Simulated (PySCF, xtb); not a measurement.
C₅H₇Cl, SMILES ClC[C@@H](C#C)C. One conformer was computed; it need not be the lowest.

Harmonic wavenumbers (cm⁻¹) from xtb 6.7.1 with GFN2-xTB at its own minimum, in rising order: 82, 131, 185, 206, 265, 365, 435, 475, 658, 668, 742, 851, 890, 959, 1055, 1091, 1124, 1186, 1225, 1288, 1292, 1405, 1437, 1488, 1494, 2291, 2919, 2980, 2982, 3038, 3046, 3049, 3397.

Problem. What does PySCF with PBE-D3(BJ)/def2-SVP give at its own minimum? (An estimate is asked for; the answer gives what the named calculation found.)

Solution. 101, 137, 204, 236, 283, 369, 479, 513, 645, 657, 739, 805, 859, 918, 1023, 1063, 1099, 1173, 1213, 1284, 1286, 1335, 1401, 1418, 1422, 2162, 2961, 2983, 3016, 3078, 3089, 3091, 3408. Paired by order, the mean absolute difference is 31 cm⁻¹ and the zero-point energies are 63.9 and 63.5 kcal/mol.
